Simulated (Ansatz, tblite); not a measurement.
Cost and result up the ladder for CrH4 (5 atoms). Total charge 0; triplet. Geometry: PBE-D4/def2-TZVP.

```xyz
5

Cr    0.0000    0.0000    0.0000
H     0.0064    0.6135    1.4754
H     1.1674    0.6705   -0.8607
H    -1.4093    0.2945   -0.6932
H     0.2355   -1.5785    0.0785
```

Ansatz on 2 threads of AMD EPYC 7R43 on a shared host; xTB runs through tblite on one thread. Times are rough, summed over both states, and most runs start from the orbitals of an earlier one. No level here is sound enough to serve as a yardstick. The other state is a doublet, and no other spin of it was run.

The xTB rows come from tblite. LC-ωPBE has ω = 0.4 bohr⁻¹.

Run but left out: HF/def2-TZVPP, MP2/def2-TZVPP, CCSD/def2-TZVPP, CCSD(T)/def2-TZVPP (flagged by the program: large difference); PBE0-D4/def2-TZVP, CAM-B3LYP-D4/def2-TZVP (charge +1 doublet: ⟨S²⟩ 1.09 to 1.13, where a pure state has 0.75); B2PLYP/def2-TZVP (triplet: ⟨S²⟩ 2.55, where a pure state has 2.00).

Raw xTB energies of ions are shifted by several eV, and xTB has no spin-polarisation term.

```csv
level,functions,wall time,vertical IE (eV),remarks
GFN2-xTB,13,0.007 s,13.69,–
GFN1-xTB,17,0.012 s,16.22,–
PBE-D4/def2-TZVP,69,4.8 s,10.24,–
LC-ωPBE/def2-TZVP,69,8.2 s,10.75,"spin-contaminated (⟨S²⟩ 1.05) (+1 doublet), spin-contaminated (⟨S²⟩ 2.22) (triplet)"
r2SCAN-D4/def2-TZVP (with forces),69,9.9 s,10.54,"spin-contaminated (⟨S²⟩ 0.86) (+1 doublet), spin-contaminated (⟨S²⟩ 2.16) (triplet)"
r2SCANh-D4/def2-TZVP,69,11 s,10.64,"spin-contaminated (⟨S²⟩ 1.02) (+1 doublet), spin-contaminated (⟨S²⟩ 2.23) (triplet)"
ωB97X-V/def2-TZVP,69,20 s,10.58,"spin-contaminated (⟨S²⟩ 0.98) (+1 doublet), spin-contaminated (⟨S²⟩ 2.18) (triplet)"
```
